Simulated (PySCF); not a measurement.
# Dipole moment and polarisability of `F[C@@H]1C[C@@]12C[C@H]2Cl`

Compound: C5H6ClF.
Cartesian coordinates in Å at the GFN2-xTB level; atoms count from 1:
```xyz
13
C5H6ClF angstrom
F      1.385    1.910    0.451
C      1.291    0.553    0.384
C      1.164   -0.076   -0.979
C      0.016   -0.062   -0.034
C     -0.964   -1.028    0.526
C     -1.421    0.278   -0.077
Cl    -2.053    1.525    0.991
H      1.902    0.101    1.157
H      1.127    0.593   -1.826
H      1.680   -1.005   -1.165
H     -1.020   -1.131    1.599
H     -1.169   -1.938   -0.020
H     -1.943    0.279   -1.025
```

Level: PBE0/def2-SVPD (PySCF), static field, nuclei fixed, core orbitals frozen in the response. The polarisability tensor in these axes (au):

```
x   77.38 -3.18 -7.05
y   -3.18 69.59  3.99
z   -7.05  3.99 63.79
```

What are the eigenvalues, a third of the trace, and Δα (Δα² = ½Σ(αi − αj)² over the three pairs)?

Principal values 60.10, 68.63 and 82.03 au; mean 70.25 au = 10.41 Å³ = 11.58 × 10⁻⁴⁰ C²·m²/J; Δα = 19.15 au (27 % of the mean).

What is the dipole moment, and where does it point?

(0.68, -3.07, -1.21) D, 3.37 D in size, pointing from the negative to the positive side. Measured along this direction, the outermost atoms are Cl7 at the negative end and H10 at the positive end.

What would n − 1 = 2πNα be for an ideal gas of these molecules at 400 K and 1 atm, electronic part alone?

N = p/kT = 1.8347 × 10¹⁹ cm⁻³, so n − 1 = 2π × N × 10.41 × 10⁻²⁴ cm³ = 1200 × 10⁻⁶ at long wavelengths, for an ideal gas.

What molar refraction does this α imply?

Lorentz–Lorenz: R = (4π/3)N_A α = 2.5225 cm³/(mol·Å³) × 10.41 Å³ = 26.3 cm³/mol, in the limit of long wavelengths.

In TDDFT the mean static polarisability is Σ f/ω² over all singlet excitations (ω in hartree). How much of it do the 6 lowest give? Their energies (eV) and oscillator strengths: 6.80, 0.0030; 7.25, 0.0053; 7.48, 0.0165; 7.61, 0.0112; 7.94, 0.0396; 7.96, 0.0303.

They add up to 1.30 au, 1.9 % of the 70.25 au; the largest single term is 0.47 au, from the state at 7.94 eV. Terms in order: 0.05, 0.07, 0.22, 0.14, 0.47, 0.35 au. Higher excitations give the rest. The strengths listed sum to 0.106.

Geometry: GFN2-xTB; no solvent, vibrations or thermal averaging.

The run behind these numbers computed excited states as well. The run took 30 s (grids of density and orbitals included) on one thread of an Arm Neoverse V1, shared host with 32 logical CPUs at a one-minute load of 13, and the process peaked at 0.82 GiB of memory.
